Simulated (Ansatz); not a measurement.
`O[SiH2][O][AlH2]` and `O[SiH2]O[SiH2]S` differ in one atom or group.

Ansatz, PBE0-D4/def2-TZVP geometries, multiplicity 1. Each molecule was computed in one conformer, which needn't be the lowest.

| property | `O[SiH2][O][AlH2]` |
| --- | --- |
| HOMO energy (PBE/def2-TZVPP) / eV | -6.97 |
| HOMO energy (PBE0/def2-TZVPP) / eV | -8.32 |
| HOMO–LUMO gap (B3LYP/def2-TZVPP) / eV | 6.73 |
| HOMO–LUMO gap (PBE/def2-TZVPP) / eV | 5.01 |
| ideal-gas entropy at 298 K and 1 bar (rigid rotor, harmonic PBE0-D4/def2-TZVP) / J/(mol·K) | 361 |
| LUMO energy (PBE0/def2-TZVPP) / eV | -1.18 |

Q: What does the change do to each property? (An estimate is asked.)

A: Computed: 
| property | `O[SiH2]O[SiH2]S` | shift |
| --- | --- | --- |
| HOMO energy (PBE/def2-TZVPP) / eV | -6.77 | 0.20 |
| HOMO energy (PBE0/def2-TZVPP) / eV | -8.01 | 0.31 |
| HOMO–LUMO gap (B3LYP/def2-TZVPP) / eV | 7.51 | 0.78 |
| HOMO–LUMO gap (PBE/def2-TZVPP) / eV | 5.90 | 0.89 |
| ideal-gas entropy at 298 K and 1 bar (rigid rotor, harmonic PBE0-D4/def2-TZVP) / J/(mol·K) | 383 | 22 |
| LUMO energy (PBE0/def2-TZVPP) / eV | 0.05 | 1.23 |

With PBE0 the HOMO rises by 0.31 eV and the LUMO rises by 1.23 eV, so the gap widens by about 0.92 eV. PBE moves the HOMO by 0.20 eV and ωB97M-V by 0.35 eV. The zero-point energy changes by 38.4 kJ/mol with +6 modes. Modes under 60 cm⁻¹, often nearly free rotors, make the harmonic entropy too high.

B3LYP here is the variant with VWN-RPA as its local correlation; programs differ in this.
